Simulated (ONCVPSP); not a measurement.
# What one change does to a pseudopotential (Cd (Z = 48), ONCV)

cadmium (Cd), optimised norm-conserving Vanderbilt (ONCV), made with ONCVPSP 4.0.1 (LDA (Perdew-Zunger), fully relativistic). Core [Kr], reference 4d9 (charge +3). Waves: s scattering state at 0.21 Ha: rc 1.85 bohr, ncon 4, nbas 7, qcut 2.8 1/bohr, 2 projectors, debl 2.6 Ha; p scattering state at 0.19 Ha: rc 1.80 bohr, ncon 4, nbas 8, qcut 5.2 1/bohr, 1 projector; 4d: rc 1.70 bohr, ncon 4, nbas 9, qcut 7.4 1/bohr, 2 projectors, debl 1.5 Ha. Local part: polynomial inside 1.35 bohr (lpopt 3, dvloc0 0 Ha). Core correction: none.

Open shells are filled in proportion to 2j + 1.

In the s channel the program set the typed energies aside and used 0.050, 2.650 Ha. In the p channel the program set the typed energies aside and used 0.050 Ha (j = l + 1/2; the other j can differ). In the d channel the program set the typed energies aside and used -1.681, 0.250 Ha (j = l + 1/2; the other j can differ).

Change: functional PBE. In the s channel the program set the typed energies aside and used 0.050, 2.650 Ha. In the p channel the program set the typed energies aside and used 0.050 Ha (j = l + 1/2; the other j can differ). In the d channel the program set the typed energies aside and used -1.672, 0.250 Ha (j = l + 1/2; the other j can differ).

Cutoffs: the cutoffs (Ha) at which the residual kinetic energy of the hardest occupied pseudo-wave falls to 1 and 0.1 mHa per electron; they do not see the model core or the augmentation charge, which bear on the density cutoff. Errors are all-electron minus pseudo energies relative to the spin-unpolarised reference configuration.

**Question.** What does the change do?

**Answer.** The potential gets neither clearly harder nor softer (25 Ha and 45 Ha → 25 Ha and 44 Ha); of the 3 tests that both files solve, the error grows in 1 and shrinks in 0 by more than 15 % and 0.3 meV (median size 256.6 → 293.9 meV); neither file shows a bound ghost.

| quantity | base | changed |
| --- | --- | --- |
| cutoff, loose | 25 Ha | 25 Ha |
| cutoff, tight | 45 Ha | 44 Ha |
| bound ghosts | none | none |
| GHOST(+) flags under 300 eV | s at 18.0 eV | s at 16.7 eV |
| tests with a reliable result | 3 of 4 | 3 of 4 |
| error for 4d10 5s2, meV [ΔE -65.40 → -64.41 eV] | +471 | +558 |
| error for 4d10 5s1, meV [ΔE -55.78 → -55.13 eV] | +257 | +294 |
| error for 4d10, meV [ΔE -38.25 → -38.01 eV] | -27 | -26 |
| s: phases at 1.88 bohr within 0.05 rad from the reference energy up to (Ha; the scan ends near 5) | 0.6 | 0.6 |
| p3/2: phases at 1.83 bohr within 0.05 rad from the reference energy up to (Ha; the scan ends near 5) | to the end of the scan | to the end of the scan |
| p1/2: phases at 1.83 bohr within 0.05 rad from the reference energy up to (Ha; the scan ends near 5) | n/a | n/a |
| d5/2: phases at 1.73 bohr within 0.05 rad from the reference energy up to (Ha; the scan ends near 5) | to the end of the scan | to the end of the scan |
| d3/2: phases at 1.73 bohr within 0.05 rad from the reference energy up to (Ha; the scan ends near 5) | to the end of the scan | to the end of the scan |
